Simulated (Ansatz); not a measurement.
Steps of a relaxation of CHBOS, SMILES `S=C1BO1` with RKS PBE-D4/def2-SVP.

```sh
$ ansatz run in.yaml --threads 2 --pin off --events-out ev --progress --plain --max-ram 4352MiB
```

```yaml
crystal:
  periodic: [false, false, false]
  atoms:
    - {symbol: S, position_ang: [-2.139100, -0.439300, 0.133000]}
    - {symbol: C, position_ang: [-0.560400, -0.372000, 0.064000]}
    - {symbol: B, position_ang: [0.678600, 0.392900, -0.096000]}
    - {symbol: O, position_ang: [0.773400, -1.053400, 0.117500]}
    - {symbol: H, position_ang: [1.297400, 1.398100, -0.259900]}
basis:
  gaussian: {orbitals: def2-SVP}
hamiltonian: {xc: pbe, dispersion: d4}
relax: {f_tol: 0.03, max_steps: 200}
```

Positions (Å) and forces (eV/Å) along the path, 7 of 7 steps:

```xyz
5
step=1 energy=-14595.1174 eV
S    -2.139   -0.439    0.133   -0.999   -1.228    0.222
C    -0.560   -0.372    0.064    0.997    1.346   -0.251
B     0.679    0.393   -0.096    0.316   -1.777    0.279
O     0.773   -1.053    0.117   -0.880    1.736   -0.229
H     1.297    1.398   -0.260    0.566   -0.077   -0.021
5
step=2 energy=-14595.3919 eV
S    -2.170   -0.534    0.147    0.004   -0.870    0.128
C    -0.587   -0.329    0.059    0.195    1.107   -0.173
B     0.678    0.418   -0.097    0.204   -1.117    0.163
O     0.735   -0.999    0.110   -0.633    1.126   -0.143
H     1.395    1.370   -0.261    0.230   -0.246    0.025
5
step=3 energy=-14595.6140 eV
S    -2.129   -0.728    0.174   -1.530   -0.434    0.119
C    -0.664   -0.190    0.041    1.301    0.511   -0.121
B     0.681    0.456   -0.102   -0.008   -0.255    0.038
O     0.618   -0.909    0.101    0.385    0.395   -0.072
H     1.543    1.297   -0.256   -0.147   -0.217    0.037
5
step=4 energy=-14595.6425 eV
S    -2.156   -0.718    0.173   -0.142   -0.126    0.024
C    -0.655   -0.198    0.043    0.098    0.203   -0.034
B     0.680    0.453   -0.101   -0.078    0.250   -0.033
O     0.652   -0.892    0.097   -0.010   -0.474    0.070
H     1.529    1.280   -0.253    0.132    0.148   -0.027
5
step=5 energy=-14595.6386 eV rejected
S    -2.156   -0.726    0.175   -0.096   -0.065    0.013
C    -0.664   -0.186    0.041    0.047   -0.102    0.013
B     0.666    0.461   -0.102    0.380   -0.056   -0.005
O     0.665   -0.892    0.097   -0.304    0.048    0.004
H     1.540    1.269   -0.252   -0.027    0.175   -0.025
5
step=6 energy=-14595.6463 eV
S    -2.157   -0.720    0.174   -0.021   -0.044    0.007
C    -0.656   -0.194    0.042    0.022    0.049   -0.008
B     0.681    0.455   -0.102   -0.017   -0.018    0.004
O     0.650   -0.899    0.098   -0.042   -0.053    0.009
H     1.532    1.285   -0.254    0.058    0.066   -0.012
5
step=7 energy=-14595.6468 eV
S    -2.156   -0.729    0.175   -0.006    0.016   -0.002
C    -0.659   -0.188    0.041    0.004   -0.022    0.003
B     0.683    0.456   -0.102   -0.010    0.005   -0.001
O     0.643   -0.898    0.098    0.010   -0.008    0.001
H     1.539    1.286   -0.255    0.002    0.008   -0.001
```

Run time 8 s (2 threads of an Arm Neoverse V1 on a shared host); peak host memory 0.15 GiB.
